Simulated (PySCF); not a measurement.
trigermane (H$_{8}$Ge$_{3}$), singlet, geometry from GFN2-xTB; HF/STO-3G in PySCF.

Here is a job for PySCF.
```python
from pyscf import gto, scf

mol = gto.Mole()
mol.atom = '''
    Ge    1.90001561    0.78760798    0.01267175
    Ge    0.15905914   -0.82974910   -0.11782222
    Ge   -2.05434673    0.01685078    0.10147719
    H     3.27897541    0.21486417   -0.12015679
    H     1.80378477    1.84519785   -1.04687745
    H     1.90523439    1.54160056    1.30964904
    H     0.39427060   -1.90879813    0.91539890
    H     0.28126416   -1.60150252   -1.41267263
    H    -2.46127627    0.90549142   -1.03640104
    H    -2.24165164    0.85542957    1.33132862
    H    -3.11189834   -1.04299234    0.17727632
'''
mol.basis = 'sto-3g'
mol.verbose = 4
mol.build()

mf = scf.RHF(mol)
mf.conv_tol_grad = 1e-7
mf.kernel()
mf.analyze()
```

### Question
Write the output that PySCF gives for this input, abridged.

### Answer

```
PySCF version 2.14.0

[INPUT] verbose = 4
[INPUT] num. atoms = 11
[INPUT] num. electrons = 104
[INPUT] charge = 0
[INPUT] spin (= nelec alpha-beta = 2S) = 0
[INPUT] symmetry False subgroup None
[INPUT] Mole.unit = angstrom
[INPUT] Symbol           X                Y                Z      unit          X                Y                Z       unit  Magmom
[...]
nuclear repulsion = 757.760286287438
number of shells = 32
number of NR pGTOs = 186
number of NR cGTOs = 62
basis = sto-3g
ecp = {}

******** <class 'pyscf.scf.hf.RHF'> ********
method = RHF
initial guess = minao
damping factor = 0
level_shift factor = 0
DIIS = <class 'pyscf.scf.diis.CDIIS'>
diis_start_cycle = 1
diis_space = 8
diis_damp = 0
SCF conv_tol = 1e-09
SCF conv_tol_grad = 1e-07
SCF max_cycles = 50
direct_scf = True
direct_scf_tol = 1e-13
Initial guess from minao.
init E= -6151.51915936131
[...]
cycle= 1 E= -6159.82822776286  delta_E= -8.31  |g|= 0.69  |ddm|= 3.47
[...]
cycle= 2 E= -6160.01116272493  delta_E= -0.183  |g|= 0.0579  |ddm|= 1.28
[...]
cycle= 3 E= -6160.01272601797  delta_E= -0.00156  |g|= 0.0139  |ddm|= 0.111
[...]
cycle= 4 E= -6160.01284225362  delta_E= -0.000116  |g|= 0.002  |ddm|= 0.0359
[...]
cycle= 5 E= -6160.01284458344  delta_E= -2.33e-06  |g|= 0.000284  |ddm|= 0.00511
[...]
cycle= 6 E= -6160.01284463211  delta_E= -4.87e-08  |g|= 2.16e-05  |ddm|= 0.00076
[...]
cycle= 7 E= -6160.0128446324  delta_E= -2.86e-10  |g|= 2.88e-06  |ddm|= 5.85e-05
[...]
cycle= 8 E= -6160.01284463241  delta_E= -1.36e-11  |g|= 5.11e-07  |ddm|= 8.17e-06
[...]
cycle= 9 E= -6160.01284463241  delta_E= 9.09e-13  |g|= 5.88e-08  |ddm|= 1.57e-06
[...]
Extra cycle  E= -6160.01284463241  delta_E= -3.64e-12  |g|= 2.03e-08  |ddm|= 1.25e-07
converged SCF energy = -6160.01284463241
**** SCF Summaries ****
Total Energy =                       -6160.012844632412452
Nuclear Repulsion Energy =             757.760286287437566
One-electron Energy =               -10162.724216594564496
Two-electron Energy =                 3244.951085674715159
Two-electron Coulomb Energy =         3483.873634860829497
DFT Exchange-Correlation Energy =     -238.922549186114338
HOMO-LUMO gap [eV] =                    18.274838820704357
**** MO energy ****
[...]
 ** Mulliken pop on meta-lowdin orthogonal AOs  **
 ** Mulliken pop  **
 ** Mulliken atomic charges  **
charge of    0Ge =      0.32610
charge of    1Ge =      0.22814
charge of    2Ge =      0.32622
charge of    3H =     -0.10858
charge of    4H =     -0.11191
charge of    5H =     -0.11193
charge of    6H =     -0.10787
charge of    7H =     -0.10791
charge of    8H =     -0.11159
charge of    9H =     -0.11217
charge of   10H =     -0.10851
Dipole moment(X, Y, Z, Debye):  0.03549, -0.21281, -0.03138
```
